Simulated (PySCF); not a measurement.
Ta(O)(NH2)3 (H₆N₃OTa), SMILES [NH2][Ta]([NH2])([NH2])=[O], multiplicity 1.

The structure is a stationary point at B3LYP-D3(BJ)/def2-SVP. The multiplicity is an assumed one; no other spin state was optimised. The structure was generated by enumeration; whether it is a known compound was not checked. The def2 effective core potentials stand for the cores of Ta; spin–orbit coupling is left out. Other conformers were not sampled.

The numbers are results of PBE/def2-TZVP in PySCF, not measurements.

Isolated molecule, no solvent.

The total energy is -300.17289 hartree, the point group is C3 and the highest occupied level is -5.57 eV. The lowest empty level is -0.80 eV and the orbital gap is 4.77 eV. The dipole moment is 3.74 D, the quadrupole, principal values (traceless, Buckingham form, about the centre of nuclear charge) is -5.91, 2.95, 2.95 D·Å and the mean static polarisability comes out as 69.0 bohr³ (10.23 Å³). The polarisability, principal values comes out as 64.8, 71.2, 71.2 bohr³.
